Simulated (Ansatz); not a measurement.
Reaction (silylene formation by 1,1-elimination): `C[SiH](O)[SiH3]` → `O[SiH3]` + `C[SiH]`

Isolated molecules relaxed with PBE0-D4/def2-TZVP in Ansatz; ΔE leaves out vibrations. CCSD(T)/CBS adds triple-zeta CCSD(T) − MP2 to the extrapolated MP2 energy (def2 sets, frozen cores). This one scheme is used for every species. DFT in def2-TZVPP. Each species was taken in one conformer, which may not be the lowest.

| level | ΔE (kcal/mol) | difference from CCSD(T)/CBS |
| --- | --- | --- |
| r2SCAN-D4 | 61.5 | 5.3 |
| r2SCANh-D4 | 61.6 | 5.4 |
| r2SCAN0-D4 | 61.7 | 5.5 |
| ωB97X-V | 59.1 | 2.9 |
| r2SCAN0 | 61.0 | 4.8 |
| RPA@PBE/def2-TZVPP | 50.5 | -5.7 |
| CCSD/def2-SVP | 51.4 | -4.8 |
| SCS-MP2/def2-TZVPP | 54.6 | -1.6 |
| CCSD/def2-TZVPP | 53.7 | -2.5 |
| SCS-MP2/def2-QZVPP | 55.5 | -0.7 |
| CCSD(T)/CBS | 56.2 | 0 |

Largest T1 diagnostic among the species: 0.012.

From PBE to PBE0 (25 % exact exchange), in def2-TZVPP and without D4, ΔE moves by +1.8 kcal/mol. At CCSD(T), def2-SVP lies −3.9 kcal/mol from the extrapolated value and def2-TZVPP −1.4 kcal/mol. In def2-TZVPP, CCSD(T) changes the Hartree–Fock value by +4.8 kcal/mol (the triples alone add +1.1 kcal/mol) and MP2 by +7.6 kcal/mol.
